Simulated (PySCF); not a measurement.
C2H12Si4, SMILES [SiH3][SiH]1C[SiH2][SiH2]C1. Atoms are numbered in the order given.

```xyz
18

Si     3.1025     0.1357     0.0000
Si     0.8238    -0.4525     0.0000
C     -0.1051     0.2416    -1.5137
Si    -1.9786     0.0288    -1.1860
Si    -1.9786     0.0288     1.1860
C     -0.1051     0.2416     1.5137
H      3.8096    -0.3920    -1.2219
H      3.8096    -0.3920     1.2219
H      3.2270     1.6392     0.0000
H      0.6887    -1.9572     0.0000
H      0.1221     1.3262    -1.6006
H      0.2112    -0.2432    -2.4598
H     -2.4554    -1.2907    -1.7352
H     -2.7982     1.1238    -1.8197
H     -2.4554    -1.2907     1.7352
H     -2.7982     1.1238     1.8197
H      0.2112    -0.2432     2.4598
H      0.1221     1.3262     1.6006
```

Geometry: PBE-D3(BJ)/def2-SVP. The structure was generated by enumeration, and PubChem lists no compound with its InChIKey, so it may never have been made. One conformer was computed; it need not be the lowest.

Two levels are set side by side: PBE/pcSseg-1 (PySCF) and PBE0/pcSseg-1 (PySCF). GIAO shifts against TMS (²⁹Si), TMS (¹H), TMS (¹³C) at the same level; non-relativistic, no solvent, atoms listed together averaged. Differences are taken from unrounded values.

```json
[
 {"quantity": "δ(²⁹Si) of Si1 (ppm)", "PBE0": "-100.3"},
 {"quantity": "δ(²⁹Si) of Si2 (ppm)", "PBE0": "-26.1"},
 {"quantity": "δ(¹³C) of C3, C6 (ppm)", "PBE0": "-6.8"},
 {"quantity": "δ(²⁹Si) of Si4, Si5 (ppm)", "PBE0": "-62.7"},
 {"quantity": "δ(¹H) of H10 (ppm)", "PBE0": "4.48"}
]
```

Question: What does PBE give, and how far is it from PBE0? (An estimate is asked for; the answer gives what the named calculation found.)

Answer: 
```
quantity                      PBE  PBE minus PBE0
-------------------------  ------  --------------
δ(²⁹Si) of Si1 (ppm)       -105.3            -5.0
δ(²⁹Si) of Si2 (ppm)        -26.4            -0.2
δ(¹³C) of C3, C6 (ppm)       -4.7             2.1
δ(²⁹Si) of Si4, Si5 (ppm)   -64.5            -1.8
δ(¹H) of H10 (ppm)           4.60            0.12
```

Rough cost on one machine, each run with all the roots and properties that it gave: PBE0 against PBE within a factor of 2.
